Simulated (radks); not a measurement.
Results of a calculation; reference values are marked as such.
Initial-state core-level shifts of the krypton ion Kr+ when its valence configuration changes from [Ar] 3d10 4s2 4p5. Level of theory: Dirac Kohn-Sham, PBE, spin-unpolarised, spherical densities, finite nucleus; open shells are shared between the two j in proportion to 2j + 1; Fermi nuclear charge, rms radius 4.1884 fm (a radial shooting solver on a logarithmic mesh with Libxc functionals). Shifts are changes of the shell-averaged eigenvalues in eV (positive: less bound); the change of the density at the nucleus, which sets a Mossbauer isomer shift, is in e/bohr^3, on a base of 4.942e+04.

| valence | 1s | 2p | 3s | 3p | density at nucleus |
|---|---|---|---|---|---|
| 3d10 4s1.5 4p5.5 | -0.799 | -0.776 | -0.786 | -0.782 | -22.041 |
| 3d9.5 4s2 4p5.5 | -8.279 | -9.122 | -6.887 | -6.780 | +10.607 |
| 3d9 4s2 4p6 | -16.760 | -18.484 | -13.836 | -13.626 | +21.545 |
| 3d10 4s1 4p6 | -1.585 | -1.540 | -1.561 | -1.552 | -44.439 |
